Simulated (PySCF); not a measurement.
# Ions at one geometry of [Lu(SH)2]+

PySCF 2.14.0, RKS PBE0, Lu def2-SVP with ECP28, S def2-SVP, H def2-SVP; non-relativistic Hamiltonian with scalar-relativistic core potentials where named; density fitting; no spin-orbit coupling; singlets restricted, open shells unrestricted. The geometry is relaxed for charge +1, singlet, vacuum:

```xyz
5

Lu    0.0000    0.0000   -0.6757
S     1.8388   -0.0406    0.8672
H     2.7737   -0.2573   -0.0979
S    -1.8388    0.0406    0.8672
H    -2.7737    0.2573   -0.0979
```

Energies count from the relaxed state; an electron taken off or put on is at rest in vacuum. Charges and spins are Mulliken's.

```tsv
state	energy (eV)	spin squared	charge on Lu1 (e)	spin on Lu1 (e)	dipole about the centre of mass (D)
charge +1, singlet, vacuum	0.00	0.00	0.98	0.00	6.80
charge +2, doublet, vacuum	14.39	0.77	1.29	0.00	3.87
```

Problem. What does the state charge 0, doublet, vacuum give?

Solution. energy (eV) -6.42, spin squared 0.75, charge on Lu1 (e) 0.38, spin on Lu1 (e) 0.98, dipole about the centre of mass (D) 3.89.

With an electron taken off (doublet) the charges change, summed by element, by Lu +0.32 e, S +0.53 e, H +0.15 e. The vertical ionisation energy is 14.39 eV, against −ε(HOMO) = 12.33 eV of the relaxed state. The level lies 2.1 eV too high, as is usual for semilocal functionals and global hybrids, which keep a self-interaction error.

With an electron put on (doublet) the charges change, summed by element, by Lu -0.60 e, S -0.32 e, H -0.09 e. The vertical electron affinity is 6.42 eV, against −ε(LUMO) = 7.88 eV of the relaxed state.

Open shells may have lower solutions than those found.
